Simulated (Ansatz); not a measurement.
All numbers were calculated with Ansatz.

A structure relaxed at PBE0-D4/def2-TZVP, charge 0, multiplicity 1:

Cartesian coordinates in Å:
```
F 0.238 2.123 -0.303
Ge -0.103 0.447 -0.092
F -1.068 0.072 -1.472
Se 1.802 -0.877 -0.210
Se -1.278 0.329 1.904
H 1.663 -0.955 -1.672
H -1.254 -1.140 1.846
```

**Question.** Give its formula and SMILES.

**Answer.** F2GeH2Se2, `[F][Ge]([F])([SeH])[SeH]`.

**Question.** Summarise the bond lengths by kind.

**Answer.** 2 × F–Ge 1.724 to 1.726 Å; 2 × Ge–Se 2.319 to 2.322 Å; 2 × H–Se 1.470 Å.
